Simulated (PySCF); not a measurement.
PySCF job for C6H5O, SMILES Oc1c[c]ccc1, multiplicity 2, TDA-PBE/def2-SVPD. Geometry: PBE-D3(BJ)/def2-SVP. The isomer is the one that the SMILES or the coordinates give; other isomers of the formula were not compared. The values are those of a single conformer.

```python
import numpy as np
from pyscf import gto, scf, dft, tdscf

mol = gto.M(
    atom='''
    O     0.02636888   -2.28462132    0.00000000
    C    -0.00453850   -0.92502886    0.00000000
    C    -1.27530657   -0.29515119    0.00000000
    C    -1.27701551    1.08434655    0.00000000
    C    -0.17148432    1.91948211    0.00000000
    C     1.08084307    1.26738874    0.00000000
    C     1.16457609   -0.13324142    0.00000000
    H     0.95839919   -2.57244454    0.00000000
    H    -2.18592445   -0.91401823    0.00000000
    H    -0.24393132    3.01742995    0.00000000
    H     2.00700162    1.86446149    0.00000000
    H     2.15105836   -0.62523361    0.00000000
    ''',
    basis='def2-SVPD',
    charge=0,
    spin=1,
    max_memory=1600,
    verbose=4,
)
mf = dft.UKS(mol, xc='pbe').density_fit(auxbasis='def2-universal-jkfit')
mf.grids.level = 3
mf.conv_tol = 1e-9
mf.max_cycle = 100
mf.kernel()
fine, coarse = mf.grids, dft.Grids(mol).set(level=1).build(with_non0tab=True)
for _ in range(3):  # follow internal instabilities
    mf.grids = coarse
    mo, _, stable, _ = mf.stability(return_status=True, nroots=4)
    mf.grids = fine
    if stable:
        break
    mf.kernel(mf.make_rdm1(mo, mf.mo_occ))
mf.grids = dft.Grids(mol).set(level=1).build(with_non0tab=True)  # coarser grid for the response kernel
td = tdscf.TDA(mf)
td.nstates = 10
td.conv_tol = 1e-4
td.positive_eig_threshold = 1e-6
td.kernel(x0=td.get_init_guess(mf, 15))
td.analyze()
```

Output:

```
PySCF version 2.14.0

[INPUT] verbose = 4
[INPUT] num. atoms = 12
[INPUT] num. electrons = 49
[INPUT] charge = 0
[INPUT] spin (= nelec alpha-beta = 2S) = 1
[INPUT] symmetry False subgroup None
[INPUT] Mole.unit = angstrom
[INPUT] Symbol           X                Y                Z      unit          X                Y                Z       unit  Magmom
[INPUT]  1 O      0.026368880000  -2.284621320000   0.000000000000 AA    0.049829961412  -4.317308593142   0.000000000000 Bohr   0.0
[INPUT]  2 C     -0.004538500000  -0.925028860000   0.000000000000 AA   -0.008576522016  -1.748051202719   0.000000000000 Bohr   0.0
[INPUT]  3 C     -1.275306570000  -0.295151190000   0.000000000000 AA   -2.409980142158  -0.557754914439   0.000000000000 Bohr   0.0
[INPUT]  4 C     -1.277015510000   1.084346550000   0.000000000000 AA   -2.413209570722   2.049118003617   0.000000000000 Bohr   0.0
[INPUT]  5 C     -0.171484320000   1.919482110000   0.000000000000 AA   -0.324058399457   3.627295488902   0.000000000000 Bohr   0.0
[INPUT]  6 C      1.080843070000   1.267388740000   0.000000000000 AA    2.042497385934   2.395017611958   0.000000000000 Bohr   0.0
[INPUT]  7 C      1.164576090000  -0.133241420000   0.000000000000 AA    2.200729861317  -0.251789792248   0.000000000000 Bohr   0.0
[INPUT]  8 H      0.958399190000  -2.572444540000   0.000000000000 AA    1.811111987105  -4.861215651233   0.000000000000 Bohr   0.0
[INPUT]  9 H     -2.185924450000  -0.914018230000   0.000000000000 AA   -4.130798539491  -1.727244127560   0.000000000000 Bohr   0.0
[INPUT] 10 H     -0.243931320000   3.017429950000   0.000000000000 AA   -0.460963388004   5.702116205560   0.000000000000 Bohr   0.0
[INPUT] 11 H      2.007001620000   1.864461490000   0.000000000000 AA    3.792683393358   3.523321585899   0.000000000000 Bohr   0.0
[INPUT] 12 H      2.151058360000  -0.625233610000   0.000000000000 AA    4.064911178356  -1.181520286773   0.000000000000 Bohr   0.0

nuclear repulsion = 259.53883856783
number of shells = 77
number of NR pGTOs = 263
number of NR cGTOs = 183
basis = def2-SVPD
ecp = {}


******** <class 'pyscf.df.df_jk.DFUKS'> ********
method = DFUKS
initial guess = minao
damping factor = 0
level_shift factor = 0
DIIS = <class 'pyscf.scf.diis.CDIIS'>
diis_start_cycle = 1
diis_space = 8
diis_damp = 0
SCF conv_tol = 1e-09
SCF conv_tol_grad = None
SCF max_cycles = 100
direct_scf = False
number electrons alpha = 25  beta = 24
XC library pyscf.dft.libxc version 7.1.2
    S. Lehtola, C. Steigemann, M. J. T. Oliveira, and M. A. L. Marques,  SoftwareX 7, 1–5 (2018)
XC functionals = pbe
    J. P. Perdew, K. Burke, and M. Ernzerhof,  Phys. Rev. Lett. 77, 3865 (1996)
    J. P. Perdew, K. Burke, and M. Ernzerhof,  Phys. Rev. Lett. 78, 1396 (1997)
    J. P. Perdew, K. Burke, and M. Ernzerhof,  Phys. Rev. Lett. 77, 3865 (1996)
    J. P. Perdew, K. Burke, and M. Ernzerhof,  Phys. Rev. Lett. 78, 1396 (1997)
radial grids:
    Treutler-Ahlrichs [JCP 102, 346 (1995); DOI:10.1063/1.469408] (M4) radial grids

becke partition: Becke, JCP 88, 2547 (1988); DOI:10.1063/1.454033
pruning grids: <function nwchem_prune>
grids dens level: 3
symmetrized grids: False
atomic radii adjust function: <function treutler_atomic_radii_adjust>
small_rho_cutoff = 0
Set gradient conv threshold to 3.16228e-05
tot grids = 147832
init E= -307.001221422121
  alpha nocc = 25  HOMO = -0.224503749653477  LUMO = -0.110135890386285
  beta  nocc = 24  HOMO = -0.279389218241266  LUMO = -0.224503749653479

WARN: HOMO -0.224503749653477 >= LUMO -0.224503749653479

cycle= 1 E= -306.106481549763  delta_E= 0.895  |g|= 0.478  |ddm|=  5.8
  alpha nocc = 25  HOMO = -0.122894133778171  LUMO = 0.00273349233775777
  beta  nocc = 24  HOMO = -0.122014417150051  LUMO = -0.0820640255086391
  HOMO = -0.12201441715  LUMO = -0.0820640255086  gap/eV = 1.08711
cycle= 2 E= -305.900726846176  delta_E= 0.206  |g|= 0.861  |ddm|= 2.11
  alpha nocc = 25  HOMO = -0.19156380055936  LUMO = -0.0371348807353096
  beta  nocc = 24  HOMO = -0.203440036608873  LUMO = -0.113141992064349
  HOMO = -0.191563800559  LUMO = -0.113141992064  gap/eV = 2.13397
cycle= 3 E= -306.20042043905  delta_E= -0.3  |g|= 0.133  |ddm|= 1.16
  alpha nocc = 25  HOMO = -0.208267672825663  LUMO = -0.0518977414967927
  beta  nocc = 24  HOMO = -0.212180123479842  LUMO = -0.126420839149562
  HOMO = -0.208267672826  LUMO = -0.12642083915  gap/eV = 2.22717
cycle= 4 E= -306.207876433369  delta_E= -0.00746  |g|= 0.0455  |ddm|= 0.394
  alpha nocc = 25  HOMO = -0.207544391565723  LUMO = -0.049311389059957
  beta  nocc = 24  HOMO = -0.211321219443155  LUMO = -0.122499171759586
  HOMO = -0.207544391566  LUMO = -0.12249917176  gap/eV = 2.31420
cycle= 5 E= -306.208668538331  delta_E= -0.000792  |g|= 0.0227  |ddm|= 0.112
  alpha nocc = 25  HOMO = -0.206749338963673  LUMO = -0.0482479741393074
  beta  nocc = 24  HOMO = -0.209549971340263  LUMO = -0.120825015430406
  HOMO = -0.206749338964  LUMO = -0.12082501543  gap/eV = 2.33812
cycle= 6 E= -306.208922443877  delta_E= -0.000254  |g|= 0.00838  |ddm|= 0.0589
  alpha nocc = 25  HOMO = -0.206338809119285  LUMO = -0.0479754604100542
  beta  nocc = 24  HOMO = -0.209593866033245  LUMO = -0.119807270718705
  HOMO = -0.206338809119  LUMO = -0.119807270719  gap/eV = 2.35464
cycle= 7 E= -306.208961651965  delta_E= -3.92e-05  |g|= 0.00364  |ddm|= 0.0265
  alpha nocc = 25  HOMO = -0.206803813297274  LUMO = -0.0481609069404296
  beta  nocc = 24  HOMO = -0.209800179850349  LUMO = -0.120003105574457
  HOMO = -0.206803813297  LUMO = -0.120003105574  gap/eV = 2.36197
cycle= 8 E= -306.208970022708  delta_E= -8.37e-06  |g|= 0.000857  |ddm|= 0.0113
  alpha nocc = 25  HOMO = -0.206873042654019  LUMO = -0.0481555855337068
  beta  nocc = 24  HOMO = -0.209835803746413  LUMO = -0.119824752888144
  HOMO = -0.206873042654  LUMO = -0.119824752888  gap/eV = 2.36870
cycle= 9 E= -306.20897116313  delta_E= -1.14e-06  |g|= 0.000358  |ddm|= 0.0048
  alpha nocc = 25  HOMO = -0.206895687398479  LUMO = -0.0481442404562422
  beta  nocc = 24  HOMO = -0.209826689508382  LUMO = -0.119806486928967
  HOMO = -0.206895687398  LUMO = -0.119806486929  gap/eV = 2.36982
cycle= 10 E= -306.208971310408  delta_E= -1.47e-07  |g|= 0.000269  |ddm|= 0.00205
  alpha nocc = 25  HOMO = -0.206874590981019  LUMO = -0.0481388292489799
  beta  nocc = 24  HOMO = -0.209843243680196  LUMO = -0.119786275890994
  HOMO = -0.206874590981  LUMO = -0.119786275891  gap/eV = 2.36979
cycle= 11 E= -306.208971361205  delta_E= -5.08e-08  |g|= 0.000101  |ddm|= 0.00108
  alpha nocc = 25  HOMO = -0.206878081145509  LUMO = -0.0481349773188242
  beta  nocc = 24  HOMO = -0.209837404157206  LUMO = -0.119792925606612
  HOMO = -0.206878081146  LUMO = -0.119792925607  gap/eV = 2.36971
cycle= 12 E= -306.208971370447  delta_E= -9.24e-09  |g|= 4.54e-05  |ddm|= 0.000466
  alpha nocc = 25  HOMO = -0.206884334259457  LUMO = -0.0481396326494052
  beta  nocc = 24  HOMO = -0.209844808411874  LUMO = -0.119800167431487
  HOMO = -0.206884334259  LUMO = -0.119800167431  gap/eV = 2.36968
cycle= 13 E= -306.208971371253  delta_E= -8.06e-10  |g|= 2.77e-05  |ddm|= 0.000143
  alpha nocc = 25  HOMO = -0.20687268701618  LUMO = -0.0481343911405943
  beta  nocc = 24  HOMO = -0.209840633036354  LUMO = -0.119791623466416
  HOMO = -0.206872687016  LUMO = -0.119791623466  gap/eV = 2.36960
Extra cycle  E= -306.208971369869  delta_E= 1.38e-09  |g|= 5.72e-05  |ddm|= 0.00024
converged SCF energy = -306.208971369869  <S^2> = 0.75650569  2S+1 = 2.0064951
tot grids = 48624
uhf_internal: lowest eigs of H = [1.01240851 1.01797681 1.02107298 1.02321234]
<class 'pyscf.df.df_jk.DFUKS'> wavefunction is stable in the internal stability analysis
tot grids = 48624
Overwritten attributes  positive_eig_threshold  of <class 'pyscf.tdscf.uks.TDA'>


******** <class 'pyscf.tdscf.uks.TDA'> for <class 'pyscf.df.df_jk.DFUKS'> ********
nstates = 10
deg_eia_thresh = 1.000e-03
wfnsym = None
conv_tol = 0.0001
eigh lindep = 1e-12
eigh level_shift = 0
eigh max_cycle = 100


Excitation energies (eV)
[2.40559233 2.99668287 3.94134459 4.20333339 4.23489283 4.53758661
 4.55969575 4.9574608  5.08034932 5.19536506]

** Excitation energies and oscillator strengths **
Excited State   1:      2.40559 eV    515.40 nm  f=0.0001
      24b ->   25b      0.99380
Excited State   2:      2.99668 eV    413.74 nm  f=0.0006
      25a ->   26a     -0.11725
      23b ->   25b     -0.98137
Excited State   3:      3.94134 eV    314.57 nm  f=0.0000
      23a ->   26a     -0.19568
      24a ->   26a     -0.53008
      24a ->   27a      0.42718
      23b ->   26b     -0.22721
      24b ->   26b      0.61558
      24b ->   27b     -0.23668
Excited State   4:      4.20333 eV    294.97 nm  f=0.0007
      23a ->   26a     -0.22012
      24a ->   26a      0.53144
      24a ->   27a      0.50229
      23b ->   26b     -0.12197
      23b ->   27b     -0.15142
      24b ->   26b     -0.23845
      24b ->   27b     -0.55587
Excited State   5:      4.23489 eV    292.77 nm  f=0.0017
      25a ->   26a      0.98317
      23b ->   25b     -0.11695
Excited State   6:      4.53759 eV    273.24 nm  f=0.0006
      23a ->   26a      0.60776
      24a ->   26a      0.10148
      24a ->   27a      0.30106
      23b ->   26b      0.63934
      23b ->   27b      0.13170
      24b ->   26b      0.25661
      24b ->   27b     -0.17042
Excited State   7:      4.55970 eV    271.91 nm  f=0.0012
      25a ->   27a     -0.96932
      22b ->   25b      0.20385
      23b ->   25b      0.11318
Excited State   8:      4.95746 eV    250.10 nm  f=0.0187
      23a ->   26a     -0.21036
      23a ->   27a      0.35352
      24a ->   26a      0.52940
      23b ->   27b     -0.31189
      24b ->   26b      0.53907
      24b ->   27b      0.37572
Excited State   9:      5.08035 eV    244.05 nm  f=0.0018
      25a ->   26a     -0.11363
      25a ->   27a     -0.20003
      22b ->   25b     -0.97003
Excited State  10:      5.19537 eV    238.64 nm  f=0.0006
      23a ->   27a     -0.69372
      21b ->   25b      0.10566
      23b ->   26b      0.25221
      23b ->   27b     -0.64574

** Transition electric dipole moments (AU) **
state          X           Y           Z        Dip. S.      Osc.
  1         0.0000     -0.0000      0.0417      0.0017      0.0001
  2        -0.0000      0.0000     -0.0889      0.0079      0.0006
  3        -0.0151     -0.0091      0.0000      0.0003      0.0000
  4         0.0621      0.0585      0.0000      0.0073      0.0007
  5         0.0000      0.0000     -0.1277      0.0163      0.0017
  6         0.0699     -0.0081      0.0000      0.0050      0.0006
  7        -0.0000     -0.0000      0.1035      0.0107      0.0012
  8         0.3793     -0.0988      0.0000      0.1536      0.0187
  9        -0.0000      0.0000      0.1203      0.0145      0.0018
 10        -0.0400     -0.0561      0.0000      0.0048      0.0006

** Transition velocity dipole moments (imaginary part, AU) **
state          X           Y           Z        Dip. S.      Osc.
  1        -0.0000      0.0000      0.0049      0.0000      0.0002
  2         0.0000     -0.0000     -0.0008      0.0000      0.0000
  3        -0.0003      0.0022     -0.0000      0.0000      0.0000
  4        -0.0135     -0.0014      0.0000      0.0002      0.0008
  5        -0.0000     -0.0000     -0.0078      0.0001      0.0003
  6        -0.0033     -0.0014      0.0000      0.0000      0.0001
  7         0.0000      0.0000      0.0114      0.0001      0.0005
  8        -0.0356      0.0057     -0.0000      0.0013      0.0048
  9         0.0000      0.0000     -0.0033      0.0000      0.0000
 10        -0.0062      0.0073      0.0000      0.0001      0.0003

** Transition magnetic dipole moments (imaginary part, AU) **
state          X           Y           Z
  1         0.1110      0.1761     -0.0000
  2        -0.1738     -0.3397      0.0000
  3        -0.0000     -0.0000      0.0169
  4        -0.0000     -0.0000      0.0137
  5         0.0954      0.2443      0.0000
  6        -0.0000     -0.0000      0.1238
  7        -0.2167     -0.3260     -0.0000
  8        -0.0000     -0.0000      0.4749
  9         0.0655      0.1643     -0.0000
 10         0.0000      0.0000      0.0395
```

The calculation finished and met its thresholds.
